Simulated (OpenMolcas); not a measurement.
An atom or ion with 5 electrons was computed by SS-CASPT2, IPEA 0.25 Eh, imaginary shift 0.1 Eh with spin-orbit coupling (OpenMolcas, ANO-RCC-VTZP, DKH2). The lowest levels that the run gave, each within 12 % of the measured value where one is at hand:

```csv
J,Parity,E (eV),g
1/2,odd,0.0000,0.666
3/2,odd,0.0018,1.334
1/2,even,3.371,2.671
3/2,even,3.371,1.735
5/2,even,3.372,1.601
3/2,even,6.147,0.800
5/2,even,6.147,1.200
```

Task: Which ion is it, and what are the configurations and terms?

Result: B (Z = 5, neutral; active space 3 electrons in 4 orbitals (2s 2p)). J, parity and g give the terms where levels are pure, and mixed ones are named by the computed weights; the size of the splittings, set against known spectra of the 5-electron sequence, gives the charge. In order, with the measured energies in eV (NIST Handbook of Basic Atomic Spectroscopic Data): 2s2 2p 2P* 1/2, 2s2 2p 2P* 3/2 (0.0019), 2s 2p2 4P 1/2 (3.5794), 2s 2p2 4P 3/2 (3.5800), 2s 2p2 4P 5/2 (3.5808), 2s 2p2 2D 3/2 (5.9335), 2s 2p2 2D 5/2 (5.9335).

Computed and measured levels are paired by configuration, term and J; levels that our copy of the source lacks, or whose pairing is in doubt (as where it misses far off the trend of its configuration), stay unpaired and out of the deviations. Only configurations of the active space appear.

* marks odd parity.
